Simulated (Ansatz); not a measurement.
Reaction (cleavage of the Si–Si bond): `B[SiH2][SiH3]` + `OBF` → `B[SiH2]OBF` + SiH₄

Program: Ansatz. Geometries: PBE0-D4/def2-TZVP. ΔE: electronic, gas phase. CCSD(T)/CBS is the MP2 limit (def2-TZVPP, def2-QZVPP) plus CCSD(T) − MP2 in def2-TZVPP, frozen cores. This one scheme is used for every species. DFT in def2-TZVPP. B3LYP here is the variant with VWN-RPA as its local correlation; programs differ in this. HSE06 is defined as in plane-wave codes. One conformer a species, not always the lowest.

(1) Is it downhill or uphill in electronic energy at CCSD(T)/CBS, and by how much? (An estimate is asked.)

(2) What do these levels give: LDA (SPW92), r2SCAN-D4, B3LYP-D4, revPBE, B3LYP, r2SCAN0, HSE06, LC-ωPBE, RPA@PBE/def2-TZVPP, CCSD/def2-SVP, SCS-MP2/def2-QZVPP, CCSD/CBS(def2)? (Best estimate.)

(3) What do rigid-rotor, harmonic-oscillator terms from PBE0-D4/def2-TZVP frequencies (298.15 K, 1 bar) make of the CCSD(T)/CBS value? (An estimate is asked.)

Largest T1 diagnostic among the species: 0.014.

Results:

(1) Computed: Downhill: ΔE = -17.4 kcal/mol.

(2) Ansatz gave: LDA (SPW92) -11.3, r2SCAN-D4 -15.2, B3LYP-D4 -17.5, revPBE -11.0, B3LYP -18.1, r2SCAN0 -16.1, HSE06 -13.0, LC-ωPBE -15.9, RPA@PBE/def2-TZVPP -18.1, CCSD/def2-SVP -15.8, SCS-MP2/def2-QZVPP -20.6, CCSD/CBS(def2) -18.5 kcal/mol.

(3) Ansatz gave: ΔZPE = -1.9 kcal/mol, ΔH = -19.1 kcal/mol, ΔS = -22 J/(mol·K), ΔG = -17.5 kcal/mol.

From PBE to PBE0 (25 % exact exchange), in def2-TZVPP and without D4, ΔE moves by −2.0 kcal/mol. In def2-TZVPP, CCSD(T) changes the Hartree–Fock value by +7.5 kcal/mol (the triples alone add +1.1 kcal/mol) and MP2 by +6.2 kcal/mol. At CCSD(T), def2-SVP lies +2.4 kcal/mol from the extrapolated value and def2-TZVPP −0.0 kcal/mol.
